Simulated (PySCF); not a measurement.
How the method changes the constants of MgSb

State: ⁴Σ⁻ (quartet), unpaired electrons σ ↑, π ↑↑. Set-up: Mg def2-SVP, Sb def2-SVP with ECP28; scalar-relativistic core potentials (PySCF 2.14). De refers to Mg + Sb in their high-spin ground configurations, without counterpoise correction. The functionals are run spin-unrestricted. A positive dipole means Mg(−)Sb(+).

```csv
Level,Re (Å),ωe (cm⁻¹),De (eV),μ (D),"CPU s a point (SCF and correlation, without the integrals)"
UHF,2.910,179,0.109,-1.84,0.1
UHF-MP2,2.885,204,0.255,n/a,0.18
UHF-SCS-MP2,2.912,192,0.155,n/a,n/a
UHF-CCSD,2.969,154,0.129,n/a,n/a
UHF-CCSD(T),2.957,164,0.185,n/a,7.5
PBE,2.899,197,0.67,-0.98,0.55
BLYP,2.935,183,0.53,-1.00,0.38
r²SCAN,2.865,214,0.77,-1.39,0.78
PBE0,2.873,204,0.62,-1.24,0.82
r²SCAN0,2.857,214,0.71,-1.53,0.81
MN15,2.904,181,0.452,-1.03,0.83
LC-ωPBE,2.811,228,0.57,-1.64,0.73
```

Problem. Which functional lies closest to UHF-CCSD(T) in De, which farthest, and by how much do they differ from it?

Solution. Closest is MN15 (-5.3 pm in Re, +10.4 % in ωe, +0.27 eV in De against UHF-CCSD(T) in the same basis), farthest r²SCAN (-9.2 pm in Re, +30.5 % in ωe, +0.58 eV in De). CCSD(T) converges more slowly with the basis than the functionals do and binds too weakly in this one, so the order can change at the basis-set limit.

Problem. What does a quarter of exact exchange do here, going from PBE to PBE0?

Solution. PBE0 less PBE: -2.6 pm in Re, +3.6 % in ωe, -0.05 eV in De. Exact exchange removes part of the self-interaction that spreads semilocal densities, and in most molecules shortens and stiffens the bond and lowers De; so it does here.

Problem. What does the step from GGA to meta-GGA do here, going from PBE to r²SCAN?

Solution. r²SCAN less PBE: -3.4 pm in Re, +8.6 % in ωe, +0.10 eV in De. 

Correlated steps freeze 5 core orbitals. Correlated levels converge slowly with the basis: in double zeta they bind strong bonds too weakly, by up to about 1 eV, and carry superposition errors of some tenths. Spin–orbit coupling is left out, which matters for elements this heavy, above all for dissociation energies. The state was picked by a PBE0 search and need not be the measured ground state.

The whole job (state search and all levels along the bond) took about 2.6 min on 1 thread of Arm Neoverse V1 (shared host), peak memory 0.53 GiB.
